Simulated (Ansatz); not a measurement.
`[CH3][Ga]([CH3])[F]` + `COB(O)OC` → `COB(OC)OC` + `[CH3][GaH][F]`  (substitution at a C–Ga bond)

Program: Ansatz. Geometries: PBE0-D4/def2-TZVP. ΔE: electronic, gas phase. CCSD(T)/CBS is the MP2 limit (def2-TZVPP, def2-QZVPP) plus CCSD(T) − MP2 in def2-TZVPP, frozen cores. Functionals use def2-TZVPP. B3LYP here is the variant with VWN-RPA as its local correlation; programs differ in this. For Ga outer-core shells are correlated without core-valence functions, which leaves a few kJ/mol of doubt a bond. Scalar relativity is left out up to krypton. One conformer a species, not always the lowest.

(1) Is it downhill or uphill in electronic energy at CCSD(T)/CBS, and by how much? (Best estimate.)

(2) What do these levels give: BLYP-D4, B3LYP-D4, r2SCANh-D4, ωB97M-V, PBE0, B3LYP, BHLYP, CAM-B3LYP, RPA@PBE/def2-TZVPP, CCSD(T)/def2-SVP, CCSD(T)/def2-TZVPP, MP2/CBS(def2)? (An estimate is asked.)

Largest T1 diagnostic among the species: 0.013.

## Answers

(1) The calculation gave: Uphill: ΔE = +23.4 kcal/mol.

(2) Computed: BLYP-D4 20.4, B3LYP-D4 20.7, r2SCANh-D4 22.1, ωB97M-V 21.6, PBE0 22.4, B3LYP 21.1, BHLYP 20.6, CAM-B3LYP 20.6, RPA@PBE/def2-TZVPP 20.3, CCSD(T)/def2-SVP 18.5, CCSD(T)/def2-TZVPP 22.4, MP2/CBS(def2) 25.3 kcal/mol.

In def2-TZVPP, CCSD(T) changes the Hartree–Fock value by +3.9 kcal/mol (the triples alone add +0.3 kcal/mol) and MP2 by +5.8 kcal/mol. Leaving LDA and LC-ωPBE aside and taking each functional with its dispersion term where it has one, the values, not all of them listed here, spread over 3.3 kcal/mol, from B97M-V to PBE-QIDH. At CCSD(T), def2-SVP lies −4.9 kcal/mol from the extrapolated value and def2-TZVPP −1.0 kcal/mol.
